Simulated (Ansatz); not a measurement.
`OB(O)OC[SiH3]` + `C[SiH2]BN` → `NB[SiH2][SiH3]` + `CCOB(O)O`  (redistribution)

Isolated molecules relaxed with PBE0-D4/def2-TZVP in Ansatz; ΔE leaves out vibrations. CCSD(T)/CBS is the MP2 limit (def2-TZVPP, def2-QZVPP) plus CCSD(T) − MP2 in def2-TZVPP, frozen cores. Functionals use def2-TZVPP. Each species was taken in one conformer, which may not be the lowest.

CCSD(T)/CBS gives -16.4 kJ/mol.

Problem. Another level gave -10.8 kJ/mol. Which?
A. ωB97M-V/def2-TZVPP
B. B2PLYP/def2-TZVPP
C. r2SCAN/def2-TZVPP
D. PBE0/def2-TZVPP

Solution. A. ωB97M-V -10.8, PBE0 -25.1, r2SCAN -20.5, B2PLYP -15.3 kJ/mol.

Largest T1 diagnostic among the species: 0.014.
